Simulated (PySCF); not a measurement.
hydrogen (H₂), SMILES [H][H]. Atoms are numbered in the order given.

```xyz
2

H      0.0000     0.0000    -0.3759
H      0.0000     0.0000     0.3759
```

Geometry optimised at PBE-D3(BJ)/def2-TZVPD.

Calculation: PBE-D3(BJ)/def2-TZVPD (PySCF).

No scaling factor is applied to the harmonic values.

```tsv
mode	ν (cm⁻¹)	IR (km/mol)	moving atoms (share of kinetic energy)
1	4312	0.0	H 100 %
```
